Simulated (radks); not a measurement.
Question: All-electron atom: the terbium anion Tb- in [Xe] 4f10 6s2. All-electron calculation, scalar-relativistic Kohn-Sham, PBEsol, spin-unpolarised, spherical densities, finite nucleus; Fermi nuclear charge, rms radius 5.06 fm; hard spherical wall at 15 bohr. Program: a radial shooting solver on a logarithmic mesh with Libxc functionals. Some entries of the table are withheld. Estimate them.

orbital,occ.,eigenvalue (eV),<r> (bohr),<r^2> (bohr^2)
1s,2,-51823.70,0.02151,0.0006320
2s,2,-8585.541,0.09153,0.009894
2p,6,-7630.117,0.08090,0.007989
3s,2,-1898.362,0.2395,0.06552
3p,6,-1603.640,0.2382,0.06573
3d,10,-1219.195,0.2166,0.05509
4s,2,-369.9929,0.5418,0.3314
4p,6,-272.9687,0.5740,0.3750
4d,10,(1),0.6246,0.4531
5s,2,-41.4047,1.335,2.009
5p,6,-19.0532,1.593,2.902
6s,2,0.1874,4.899,28.12
4f,10,(2),1.381,5.795

Answer: 
(1) 4d eigenvalue (eV): -139.7733
(2) 4f eigenvalue (eV): 3.5730
